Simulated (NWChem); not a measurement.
System: MoN$_{2}$H$_{4}$S$_{2}$; SMILES [NH]=[Mo]([NH2])(=[S])[SH]

Parts of the log:

```
             Northwest Computational Chemistry Package (NWChem) 7.3.0
             --------------------------------------------------------

 C1  symmetry detected

                             Geometry "geometry" -> ""
                             -------------------------

 Output coordinates in angstroms (scale by  1.889725989 to convert to a.u.)

  No.       Tag          Charge          X              Y              Z
 ---- ---------------- ---------- -------------- -------------- --------------
    1 Mo                  42.0000     0.23509901    -0.09894053    -0.06005872
    2 N                    7.0000     0.99272069    -0.01226890    -1.59520360
    3 H                    1.0000     1.06181866    -0.29543053    -2.57341917
    4 S                   16.0000    -1.24313405    -1.61310619     0.06597970
    5 N                    7.0000     1.61221306    -0.39139916     1.23878259
    6 H                    1.0000     1.44832863    -0.82821888     2.14255170
    7 H                    1.0000     2.60441515    -0.26146120     1.06163442
    8 S                   16.0000    -0.74093349     2.02804415     0.13149757
    9 H                    1.0000    -1.47817661     1.72728191     1.22701030

 Effective nuclear repulsion energy (a.u.)     680.0902594714

                                 NWChem DFT Module
                                 -----------------

 Summary of "ao basis" -> "ao basis" (spherical)
 ------------------------------------------------------------------------------
       Tag                 Description            Shells   Functions and Types
 ---------------- ------------------------------  ------  ---------------------
 Mo                         def2-svp                11       31   5s3p2d1f
 N                          def2-svp                 6       14   3s2p1d
 H                          def2-svp                 3        5   2s1p
 S                          def2-svp                 8       18   4s3p1d

            General Information
            -------------------
          SCF calculation type: DFT
          Wavefunction type:  closed shell.
          No. of atoms     :     9
          No. of electrons :    64
           Alpha electrons :    32
            Beta electrons :    32
          Charge           :     0
          Spin multiplicity:     1
          Use of symmetry is: off; symmetry adaption is: off
          Maximum number of iterations: 200
          AO basis - number of functions:   115
                     number of shells:    51
          Convergence on energy requested:  1.00D-06
          Convergence on density requested:  1.00D-05
          Convergence on gradient requested:  5.00D-04

              XC Information
              --------------
                      r^2SCAN Method XC Functional
               r^2SCAN metaGGA Exchange Functional  1.000
                     r^2SCAN Correlation Potential  1.000

             Grid Information
             ----------------
          Grid used for XC integration:  medium
          Radial quadrature: Mura-Knowles
          Angular quadrature: Lebedev.
          Tag              B.-S. Rad. Rad. Pts. Rad. Cut. Ang. Pts.
          ---              ---------- --------- --------- ---------
          Mo                  1.45      123          10.0       590
          N                   0.65       49          11.0       434
          H                   0.35       45          12.0       434
          S                   1.00       88          11.0       590
          Grid pruning is: on
          Number of quadrature shells:   577
          Spatial weights used:  Erf1

      Superposition of Atomic Density Guess
      -------------------------------------

 Sum of atomic energies:        -982.47210405

      Non-variational initial energy
      ------------------------------

 Total energy =    -973.717971
 1-e energy   =   -2020.512176
 2-e energy   =     716.307903
 HOMO         =      -0.317381
 LUMO         =      -0.060673

   convergence    iter        energy       DeltaE   RMS-Dens  Diis-err
 ---------------- ----- ----------------- --------- --------- ---------
 d= 0,ls=0.0,diis     1   -975.9037547011 -1.31D+03  4.23D-02  2.48D+00
 d= 0,ls=0.0,diis     2   -969.7121928408  6.19D+00  3.73D-02  4.20D+01
 d= 0,ls=0.0,diis     3   -976.1233226909 -6.41D+00  1.02D-02  7.03D-01
 d= 0,ls=0.0,diis     4   -976.1313608107 -8.04D-03  6.33D-03  6.18D-01
 d= 0,ls=0.0,diis     5   -976.2034417086 -7.21D-02  2.64D-03  1.36D-01
  Resetting Diis
 d= 0,ls=0.0,diis     6   -976.2219301652 -1.85D-02  7.25D-04  1.04D-02
 d= 0,ls=0.0,diis     7   -976.2230880386 -1.16D-03  1.09D-03  1.63D-03
 d= 0,ls=0.0,diis     8   -976.2213147418  1.77D-03  8.42D-04  1.37D-02
 d= 0,ls=0.0,diis     9   -976.2231271251 -1.81D-03  2.43D-04  1.71D-03
 d= 0,ls=0.0,diis    10   -976.2233411634 -2.14D-04  4.87D-05  7.69D-05
 d= 0,ls=0.0,diis    11   -976.2233497465 -8.58D-06  1.98D-05  4.05D-06
 d= 0,ls=0.0,diis    12   -976.2233503713 -6.25D-07  6.46D-06  5.90D-07

         Total DFT energy =     -976.223350371320
      One electron energy =    -2025.815671689624
           Coulomb energy =      793.484880113452
    Exchange-Corr. energy =      -74.378859565099
 Nuclear repulsion energy =      330.486300769953

 Numeric. integr. density =       63.999997342831

                       DFT Final Molecular Orbital Analysis
                       ------------------------------------

 Vector   30  Occ=2.000000D+00  E=-2.608158D-01
              MO Center= -3.4D-02, -3.1D-01, -2.4D-02, r^2= 5.1D+00
   Bfn.  Coefficient  Atom+Function         Bfn.  Coefficient  Atom+Function
  ----- ------------  ---------------      ----- ------------  ---------------
    73      0.253357  5 N  py                62      0.245098  4 S  py
    35      0.215590  2 N  px                76     -0.204003  5 N  py
   103     -0.196083  8 S  px                59      0.192461  4 S  py
    61      0.178692  4 S  px                38     -0.169294  2 N  px
     7      0.157476  1 Mo py                36      0.157635  2 N  py

 Vector   31  Occ=2.000000D+00  E=-2.425105D-01
              MO Center= -6.3D-01, -1.1D+00, -2.0D-01, r^2= 3.4D+00
   Bfn.  Coefficient  Atom+Function         Bfn.  Coefficient  Atom+Function
  ----- ------------  ---------------      ----- ------------  ---------------
    63      0.479101  4 S  pz                60      0.356037  4 S  pz
    36      0.217932  2 N  py                57      0.203378  4 S  pz
    62      0.173981  4 S  py                39     -0.172521  2 N  py
    18      0.140660  1 Mo d  1              34     -0.131508  2 N  s
    59      0.128028  4 S  py                 8     -0.122348  1 Mo pz

 Vector   32  Occ=2.000000D+00  E=-2.271661D-01
              MO Center= -3.7D-01,  6.0D-01,  2.7D-01, r^2= 5.1D+00
   Bfn.  Coefficient  Atom+Function         Bfn.  Coefficient  Atom+Function
  ----- ------------  ---------------      ----- ------------  ---------------
   103      0.387043  8 S  px               105      0.273450  8 S  pz
   100      0.265445  8 S  px                73      0.246388  5 N  py
    61     -0.230084  4 S  px                62      0.225421  4 S  py
    76     -0.218524  5 N  py               102      0.192518  8 S  pz
    58     -0.166297  4 S  px                59      0.159145  4 S  py

 Vector   33  Occ=0.000000D+00  E=-1.089451D-01
              MO Center= -1.1D-01, -3.7D-01, -1.5D-01, r^2= 3.2D+00
   Bfn.  Coefficient  Atom+Function         Bfn.  Coefficient  Atom+Function
  ----- ------------  ---------------      ----- ------------  ---------------
    19      0.684020  1 Mo d  2              61      0.341440  4 S  px
    62     -0.276840  4 S  py                38     -0.220491  2 N  px
    24      0.210855  1 Mo d  2              35      0.197621  2 N  px
    17     -0.187516  1 Mo d  0              58      0.177531  4 S  px
   103      0.167937  8 S  px                15     -0.149410  1 Mo d -2

 Vector   34  Occ=0.000000D+00  E=-1.004539D-01
              MO Center=  2.3D-01, -1.9D-01, -2.0D-02, r^2= 3.0D+00
   Bfn.  Coefficient  Atom+Function         Bfn.  Coefficient  Atom+Function
  ----- ------------  ---------------      ----- ------------  ---------------
    16      0.706857  1 Mo d -1              63      0.311359  4 S  pz
    15      0.265100  1 Mo d -2              39      0.229662  2 N  py
    76     -0.228689  5 N  py                73      0.215547  5 N  py
    36     -0.210783  2 N  py                21      0.183066  1 Mo d -1
    60      0.159243  4 S  pz                18     -0.143543  1 Mo d  1

[...]

                         DFT ENERGY GRADIENTS

    atom               coordinates                        gradient
                 x          y          z           x          y          z
   1 Mo      0.444273  -0.186970  -0.113495    0.004943  -0.004344  -0.007728
   2 N       1.875970  -0.023185  -3.014498   -0.006842  -0.001682   0.010809
   3 H       2.006546  -0.558283  -4.863057    0.000015   0.000780   0.001671
   4 S      -2.349183  -3.048329   0.124684    0.005428   0.005823  -0.000811
   5 N       3.046641  -0.739637   2.340960   -0.002437   0.000353  -0.002125
   6 H       2.736944  -1.565107   4.048836   -0.000039   0.000659  -0.001505
   7 H       4.921631  -0.494090   2.006198   -0.001628  -0.000028  -0.000076
   8 S      -1.400161   3.832448   0.248494    0.000349  -0.001812   0.000278
   9 H      -2.793349   3.264090   2.318713    0.000211   0.000251  -0.000514
```

Level: r2SCAN/def2-SVP with def2 effective core potentials on Mo. Geometry: optimised at PBE0/def2-SVP. No frequency run checked for a minimum. def2 effective core potentials on Mo; no spin-orbit coupling.

### Question
Write an input that gives this output.

### Answer
One answer among several that fit: the input that was run:
```
start job
memory heap 200 mb stack 900 mb global 1100 mb
geometry units angstroms noautoz
  Mo     0.273897    -0.031258     0.039604
  N      1.285729     0.073243    -1.340051
  H      1.532076    -0.209411    -2.289409
  S     -1.163943    -1.583917    -0.085386
  N      1.409834    -0.285192     1.560830
  H      1.101828    -0.724888     2.424698
  H      2.414028    -0.129239     1.558981
  S     -0.775271     2.069365     0.044762
  H     -1.684651     1.750749     0.996416
end
basis spherical
  Mo library def2-svp
  N library def2-svp
  H library def2-svp
  S library def2-svp
end
ecp
  Mo library def2-ecp
end
dft
  xc r2scan
  iterations 200
end
task dft gradient
```
